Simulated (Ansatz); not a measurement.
`C[SiH2]OCF` → `COCF` + `[SiH2]`  (silylene formation by 1,1-elimination)

Isolated molecules relaxed with PBE0-D4/def2-TZVP in Ansatz; ΔE leaves out vibrations. CCSD(T)/CBS is the MP2 limit (def2-TZVPP, def2-QZVPP) plus CCSD(T) − MP2 in def2-TZVPP, frozen cores. This one scheme is used for every species. Functionals use def2-TZVPP. B3LYP here is the variant with VWN-RPA as its local correlation; programs differ in this. HSE06 is defined as in plane-wave codes. One conformer a species, not always the lowest.

| level | ΔE (eV) | difference from CCSD(T)/CBS |
| --- | --- | --- |
| LDA (SPW92) | 4.43 | 0.17 |
| PBE-D4 | 4.15 | -0.11 |
| revPBE-D4 | 4.08 | -0.18 |
| BLYP-D4 | 4.02 | -0.24 |
| r2SCAN-D4 | 4.44 | 0.18 |
| B97M-V | 4.21 | -0.05 |
| PBE0-D4 | 4.29 | 0.03 |
| r2SCANh-D4 | 4.46 | 0.20 |
| r2SCAN0-D4 | 4.48 | 0.22 |
| HSE06-D4 | 4.28 | 0.02 |
| BHLYP-D4 | 4.31 | 0.05 |
| CAM-B3LYP-D4 | 4.27 | 0.01 |
| ωB97X-V | 4.30 | 0.04 |
| ωB97M-V | 4.20 | -0.06 |
| B2PLYP | 4.19 | -0.07 |
| PBE-QIDH | 4.41 | 0.15 |
| PBE | 4.07 | -0.19 |
| revPBE | 3.90 | -0.36 |
| BLYP | 3.84 | -0.42 |
| r2SCAN | 4.42 | 0.16 |
| PBE0 | 4.21 | -0.05 |
| B3LYP | 4.03 | -0.23 |
| r2SCANh | 4.44 | 0.18 |
| r2SCAN0 | 4.46 | 0.20 |
| BHLYP | 4.20 | -0.06 |
| LC-ωPBE | 4.39 | 0.13 |
| RPA@PBE/def2-TZVPP | 3.88 | -0.38 |
| HF/def2-SVP | 3.84 | -0.42 |
| MP2/def2-SVP | 4.15 | -0.11 |
| CCSD/def2-SVP | 3.82 | -0.44 |
| CCSD(T)/def2-SVP | 3.84 | -0.42 |
| HF/def2-TZVPP | 4.06 | -0.20 |
| MP2/def2-TZVPP | 4.43 | 0.17 |
| CCSD/def2-TZVPP | 4.12 | -0.14 |
| CCSD(T)/def2-TZVPP | 4.15 | -0.11 |
| HF/def2-QZVPP | 4.08 | -0.18 |
| MP2/def2-QZVPP | 4.50 | 0.24 |
| SCS-MP2/def2-QZVPP | 4.34 | 0.08 |
| HF/CBS(def2) | 4.08 | -0.18 |
| MP2/CBS(def2) | 4.54 | 0.28 |
| CCSD(T)/CBS | 4.26 | 0 |

Largest T1 diagnostic among the species: 0.014.

From PBE to PBE0 (25 % exact exchange), in def2-TZVPP and without D4, ΔE moves by +0.15 eV. In def2-TZVPP, CCSD(T) changes the Hartree–Fock value by +0.09 eV (the triples alone add +0.03 eV) and MP2 by +0.37 eV. At CCSD(T), def2-SVP lies −0.42 eV from the extrapolated value and def2-TZVPP −0.11 eV.

CCSD(T)/CBS has its own doubt, a few kJ/mol and more with outer-core shells, so smaller differences from it don't rank the levels.
